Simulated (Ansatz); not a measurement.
Consider the ligand exchange at the Si–F bond: `F[Si](S)(Cl)Cl` + H₂S → `S[Si](S)(Cl)Cl` + H–F.

Isolated molecules relaxed with PBE0-D4/def2-TZVP in Ansatz; ΔE leaves out vibrations. CCSD(T)/CBS is frozen-core, at the limit of the def2 triple- and quadruple-zeta sets. Functionals use def2-TZVPP. B3LYP here is the variant with VWN-RPA as its local correlation; programs differ in this. One conformer a species, not always the lowest.

CCSD(T)/CBS gives +0.81 eV.

(1) Another level gave +0.97 eV. Which?
A. B3LYP/def2-TZVPP
B. CCSD(T)/def2-TZVPP
C. HF/def2-TZVPP
D. MP2/def2-TZVPP

Largest T1 diagnostic among the species: 0.010.

Results:

(1) A. B3LYP 0.97, MP2/def2-TZVPP 0.77, HF/def2-TZVPP 1.12, CCSD(T)/def2-TZVPP 0.86 eV.

In def2-TZVPP, CCSD(T) changes the Hartree–Fock value by −0.26 eV (the triples alone add −0.05 eV) and MP2 by −0.35 eV. The D4 term adds −0.12 eV with B3LYP and −0.07 eV with PBE0; it sums over pairs of atoms, weighted by their polarisabilities, and B3LYP, whose exchange is more repulsive, gets the larger term.
